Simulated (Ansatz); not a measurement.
Isolated molecules relaxed with PBE0-D4/def2-TZVP in Ansatz; ΔE leaves out vibrations. CCSD(T)/CBS adds triple-zeta CCSD(T) − MP2 to the extrapolated MP2 energy (def2 sets, frozen cores). This one scheme is used for every species. DFT in def2-TZVPP. For Ge outer-core shells are correlated without core-valence functions, which leaves a few kJ/mol of doubt a bond. Scalar relativity is left out up to krypton. Each species was taken in one conformer, which may not be the lowest.

`C[NH][GeH2][SiH3]` + `FCF` → `F[CH](F)[GeH2][SiH3]` + CH₃NH₂  (formal exchange of groups at a Ge–N bond)

| level | ΔE (eV) |
| --- | --- |
| B2PLYP | 0.33 |
| CCSD/def2-TZVPP | 0.37 |

Q: What does CCSD(T)/CBS give? (Estimate.)

A: Computed: +0.34 eV. The listed levels differ from it by -0.01, 0.03 eV.

Largest T1 diagnostic among the species: 0.012.

The D4 term adds +0.03 eV with B3LYP and +0.02 eV with PBE0; it sums over pairs of atoms, weighted by their polarisabilities, and B3LYP, whose exchange is more repulsive, gets the larger term. From PBE to PBE0 (25 % exact exchange), in def2-TZVPP and without D4, ΔE moves by +0.05 eV.

B3LYP here is the variant with VWN-RPA as its local correlation; programs differ in this.
